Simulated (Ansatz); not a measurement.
```yaml
crystal:
  periodic: [false, false, false]
  atoms:
    - {symbol: O, position_ang: [-1.623732, 0.221593, 0.972128]}
    - {symbol: Si, position_ang: [-0.694670, 0.493743, -0.144565]}
    - {symbol: Al, position_ang: [1.501991, -0.665167, -0.426056]}
    - {symbol: Cl, position_ang: [1.716071, -1.624311, 1.412081]}
    - {symbol: H, position_ang: [-1.055391, -0.467618, 1.519632]}
    - {symbol: H, position_ang: [-1.622074, 0.395037, -1.475610]}
    - {symbol: H, position_ang: [-0.525593, 2.188361, -0.401846]}
    - {symbol: H, position_ang: [2.525618, -0.756426, -1.220809]}
basis:
  gaussian: {orbitals: aug-pcseg-2}
hamiltonian: {xc: {name: HF}}
correlation: {method: mp2}
scf: {lower_state_search: full}
output: {forces: true}
```

```sh
$ ansatz run in.yaml --threads 2 --pin off --events-out ev --progress --plain --max-ram 4352MiB
```

Shortened log:

```
Functional definition: HF
1807 factors; integrals over basis functions are off by at most 1.1e-3 eV
mean field evaluation 1: about -29047.7113 eV, gradient 3.9e1 eV
mean field evaluation 2: about -29047.8180 eV, gradient 3.9e1 eV
mean field evaluation 4: about -29051.1625 eV, gradient 3.3e0 eV
mean field evaluation 8: about -29051.2198 eV, gradient 2.2e-1 eV
mean field -29051.22019751 eV, -1067.6126506341 hartree, gradient 1.6e-6 eV, S^2 0.000000; 0 other end points of the search recorded, 0 dependent functions left out
16 core orbitals not correlated: weight in the atoms' cores, before any rotation towards them, 1.000 or more for the frozen orbitals, at most 0.000 for the correlated occupied ones
reference -29051.22019751 eV, -1067.6126506341 hartree; 12, 12 occupied and 260, 260 virtual orbitals, 1807 factors
second order -16.91666397 eV of doubles, -0.00000000 eV of singles
mean field evaluation 16: about -29051.0685 eV, gradient 1.0e0 eV
Total energy: -29068.13686148 eV, -1068.2343265686 hartree
Atom 0 at    -1.623732     0.221593     0.972128 Å, force    -2.506698    -4.562587     8.955585 eV/Å
Atom 1 at    -0.694670     0.493743    -0.144565 Å, force     3.996135     5.230612   -10.816430 eV/Å
Atom 2 at     1.501991    -0.665167    -0.426056 Å, force    -5.823644     0.937480     4.324752 eV/Å
Atom 3 at     1.716071    -1.624311     1.412081 Å, force     0.134856    -0.495812     0.711586 eV/Å
Atom 4 at    -1.055391    -0.467618     1.519632 Å, force    -2.388366     1.883046    -0.686235 eV/Å
Atom 5 at    -1.622074     0.395037    -1.475610 Å, force     1.186300    -0.315150     1.204182 eV/Å
Atom 6 at    -0.525593     2.188361    -0.401846 Å, force     0.193502    -2.310027     0.750682 eV/Å
Atom 7 at     2.525618    -0.756426    -1.220809 Å, force     5.207915    -0.367562    -4.444122 eV/Å
Dipole moment:     0.377730    -0.294546    -0.091808 e Å
```

Run time 26 s (2 threads of an Arm Neoverse V1 on a shared host); peak host memory 1 GiB.
